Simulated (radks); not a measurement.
Effect of the nuclear size on neutral gadolinium, [Xe] 4f7 5d1 6s2. Method: Dirac Kohn-Sham, LDA (Slater exchange, Perdew-Wang correlation), spin-unpolarised, spherical densities, finite nucleus; open shells fill j = l - 1/2 first; Fermi nuclear charge, rms radius 5.1569 fm; computed with a radial shooting solver on a logarithmic mesh with Libxc functionals. The rms radius is varied about that value; shifts are against it.

rms radius (fm),total energy shift (eV),density at nucleus (e/bohr^3),1s1/2 shift (meV),2s1/2 shift (meV),5p1/2 shift (meV),6s1/2 shift (meV),5d3/2 shift (meV),6p1/2 (empty) shift (meV)
4.4865,-5.11,6.485e+05,-2110,-271,0.266,-0.120,0.177,0.075
4.9352,-1.75,6.33e+05,-721,-92.8,0.091,-0.041,0.061,0.026
5.1569,0,6.26e+05,0.000,0.000,0.000,0.000,0.000,0.000
5.5024,2.84,6.157e+05,1170,151,-0.148,0.067,-0.099,-0.042
5.8221,5.59,6.069e+05,2300,296,-0.290,0.131,-0.194,-0.082

Slopes of the eigenvalues against <r^2> in GHz/fm^2, as finite differences over the two radii next to the reference (eigenvalue slopes, not the field-shift constants of lines): 1s1/2 77200, 2s1/2 9940, 5p1/2 -9.74, 6s1/2 4.41, 5d3/2 -6.51, 6p1/2 (empty) -2.75.
